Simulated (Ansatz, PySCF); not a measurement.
C$_{2}$H$_{5}$O$_{2}$ (SMILES COC=[OH+]), charge +1, singlet, geometry from GFN2-xTB. Base run: CCSD(T)/STO-3G run with PySCF.

PySCF was given this input:
```python
from pyscf import gto, scf, cc

mol = gto.Mole()
mol.atom = '''
    C    -1.479113    0.202018   -0.179596
    O    -0.338355   -0.626486   -0.470291
    C     0.819845   -0.377070   -0.069593
    O     1.227902    0.589801    0.632413
    H    -1.351677    1.203258   -0.596999
    H    -2.325446   -0.282884   -0.665498
    H    -1.663049    0.250718    0.895923
    H     1.590605   -1.098335   -0.369034
    H     0.588805    1.271032    0.933770
'''
mol.basis = 'sto-3g'
mol.charge = 1
mol.spin = 0
mol.verbose = 4
mol.build()

mf = scf.RHF(mol)
mf.kernel()

mycc = cc.CCSD(mf)
mycc.kernel()
et = mycc.ccsd_t()
print('E(CCSD(T)) = %.10f' % (mycc.e_tot + et))
```

The same geometry, method and basis name were run in Ansatz (a program for electronic structure) and PySCF, at each program's defaults and at the settings that a row names. The base is PySCF at its defaults. Differences at the defaults can come from grids, fitting, cores and function types together.

```tsv
code and settings	ΔE vs base (mEh)	basis functions	E (Eh)	SCF cycles
PySCF, defaults (exact integrals, spherical functions, all electrons correlated)	0.000	25	-225.43180	10
Ansatz, defaults (factorised integrals, spherical functions, frozen core)	1.011	25	-225.43079	-
PySCF, frozen core	0.998	25	-225.43080	10
Ansatz, high accuracy, frozen core	0.998	25	-225.43080	-
```
